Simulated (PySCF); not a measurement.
Species: C₃H₅F₃OSSi.
Z-matrix (Å and degrees, PBE0-D3(BJ)/def2-SVP geometry), rows numbered from 1:
```
F 
C   1  1.3306
F   2  1.3303  1  106.97
F   2  1.3282  1  108.40  3  -116.86
S   2  1.8172  1  112.57  3   123.84
C   5  1.7568  2   99.09  1   -63.26
C   6  1.3451  5  119.88  2    97.34
O   7  1.3315  6  126.24  5   177.73
Si  8  1.6944  7  127.42  6     1.01
H   6  1.0953  5  117.78  2   -84.95
H   7  1.0960  6  120.60  5    -2.07
H   9  1.4833  8  104.66  7   179.73
H   9  1.4908  8  109.51  7   -60.70
H   9  1.4905  8  109.57  7    60.08
```

All values: PBE0/pcSseg-1 and B3LYP/def2-SVPD (PySCF, non-relativistic), on one gas-phase PBE0-D3(BJ)/def2-SVP geometry that isn't relaxed in the solvent. The solvent is an IEF-PCM continuum (Bondi radii, 1.10 Å for H, scaled by 1.2). The model holds no explicit solvent molecules, cavitation or dispersion.

Gas phase at PBE0/pcSseg-1: HOMO -7.49 eV, LUMO -0.63 eV, dipole 2.95 D.

Question: What does the continuum do to the energy, the frontier levels and the dipole at PBE0/pcSseg-1 in cyclohexane and dichloromethane?

Answer: 
| solvent | ε | E(solvent) − E(gas) (kJ/mol) | polarisation term (kJ/mol) | distortion of the solute (kJ/mol) | HOMO (eV) | LUMO (eV) | dipole (D) |
| --- | --- | --- | --- | --- | --- | --- | --- |
| cyclohexane | 2.017 | -5.51 | -5.73 | 0.22 | -7.44 | -0.56 | 3.19 |
| dichloromethane | 8.93 | -11.48 | -12.38 | 0.90 | -7.41 | -0.52 | 3.41 |

Polarisation term: ½ Σ q·V over the induced surface charges. Distortion: the rise of the solute's own energy as its density leaves the gas-phase optimum. From cyclohexane to dichloromethane the lowering changes by a factor 2.08, Onsager's factor (ε − 1)/(2ε + 1) by 2.08 and ε itself by 4.4.

Question: Which radius a makes the point-dipole formula ΔE = −[(ε − 1)/(2ε + 1)]·μ²/a³ give the value in dichloromethane, with the gas-phase dipole?

Answer: μ = 1.161 au and |ΔE| = 0.00437 Eh give a = 2.68 Å; the farthest nucleus lies 4.11 Å from the centroid of the nuclei, so such a sphere wouldn't even hold the nuclei. The formula assumes a rigid point dipole at the centre of a sphere.

Question: Which Hirshfeld charges (PBE0/pcSseg-1) respond most in cyclohexane (means over atoms taken as equivalent)?

Answer: 
```tsv
atoms	environment	gas (e)	solvent (e)	change
S5	sulfide sulfur	-0.006	-0.011	-0.005
H10	vinylic hydrogen	+0.038	+0.041	+0.003
H11	vinylic hydrogen	+0.057	+0.060	+0.003
Si9	oxygen-bound silicon	+0.404	+0.406	+0.002
F1/F3/F4	fluorine of a CF3 group	-0.092	-0.094	-0.002
C7	vinylic carbon bearing oxygen	+0.051	+0.052	+0.001
O8	silyl ether oxygen	-0.184	-0.186	-0.002
H12/H13/H14	Si–H hydrogen	-0.065	-0.064	+0.001
C6	alkene CH carbon	-0.123	-0.124	-0.001
C2	CF3 carbon	+0.234	+0.234	0.000
```

Question: How do the nuclear quadrupole coupling constants eQVzz/h respond in cyclohexane?

Answer: 
```tsv
nucleus	Q (barn)	gas (MHz)	solvent (MHz)	η gas	η solvent
33S at S5	-0.06781	50.41	50.18	0.63	0.64
17O at O8	-0.0256	-9.39	-9.37	0.07	0.06
```

Gas phase at B3LYP/def2-SVPD: HOMO -7.29 eV, LUMO -0.97 eV, dipole 3.08 D.

Question: What does the continuum do to the energy, the frontier levels and the dipole at B3LYP/def2-SVPD in cyclohexane?

Answer: 
```csv
solvent,ε,E(solvent) − E(gas) (kJ/mol),polarisation term (kJ/mol),distortion of the solute (kJ/mol),HOMO (eV),LUMO (eV),dipole (D)
cyclohexane,2.017,-5.21,-5.46,0.25,-7.23,-0.89,3.35
```

Question: How does the static polarisability (B3LYP/def2-SVPD, frozen core, with the continuum's full static response) change?

Answer: 
| medium | isotropic (au) | principal values (au) | ⟨r²⟩ of the electrons (bohr²) |
| --- | --- | --- | --- |
| gas | 92.8 | 77.2, 78.8, 122.4 | 2219.6 |
| cyclohexane | 103.0 | 86.2, 88.2, 134.7 | 2219.5 |

The isotropic value in cyclohexane is 1.11 times the gas-phase one; no cavity-field correction is applied. ⟨r²⟩ is taken about the centre of nuclear charge.

The run took 21 s on one thread of an Arm Neoverse V2, shared host with 96 logical CPUs at a one-minute load of 37, and the process peaked at 1.1 GiB of memory. This is the whole shielding run at PBE0/pcSseg-1 in dichloromethane, SCF included.
